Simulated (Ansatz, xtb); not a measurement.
Relaxing a trial structure of CH5AlFSi

The starting geometry of this gas-phase doublet was built from a drawn formula by distance geometry and a force field; its bonds are those of `F[CH2][Al][SiH3]`.

```xyz
9

C     0.7457    0.2571   -0.2064
Al   -0.6662   -1.0805   -0.5717
F     0.6742    0.6787    1.1133
Si   -2.9391   -0.5402   -0.2156
H     1.7473   -0.1602   -0.4109
H     0.5868    1.1793   -0.8849
H    -3.2821    0.6436   -1.0667
H    -3.1290   -0.1069    1.2224
H    -3.7847   -1.6766   -0.5398
```

Q: Predict what becomes of its bonds when it is optimised with r2SCAN-D4/def2-SVP.

A: It keeps its bonds, and is `F[CH2][Al][SiH3]`.

The energy falls by 0.22 eV over 18 steps:

```
step  E − E(last) (eV)
   1             0.216
   3             0.043
   5             0.027
   7             0.011
   9             0.006
  10             0.004
  12             0.002
  14             0.000
  16             0.000
  18             0.000
```

Final geometry (Å):

```yaml
atoms:
  - { symbol: C, position_ang: [0.7068, 0.2775, -0.3046] }
  - { symbol: Al, position_ang: [-0.5874, -1.1073, -0.9683] }
  - { symbol: F, position_ang: [-0.0093, 1.1747, 0.5032] }
  - { symbol: Si, position_ang: [-2.8570, -0.5692, -0.1380] }
  - { symbol: H, position_ang: [1.5366, -0.1472, 0.2945] }
  - { symbol: H, position_ang: [1.1862, 0.8497, -1.1241] }
  - { symbol: H, position_ang: [-3.2450, 0.8072, -0.5898] }
  - { symbol: H, position_ang: [-2.8555, -0.5752, 1.3618] }
  - { symbol: H, position_ang: [-3.9225, -1.5159, -0.5951] }
```

From the same start GFN2-xTB ends elsewhere, differing in Al2–F3 (2.00 against 2.78 Å here).

The end wasn't checked by frequencies. Open shells are spin-unrestricted. Run with Ansatz 0.2.0, 110 s on 2 threads of Arm Neoverse V2, on a shared host.
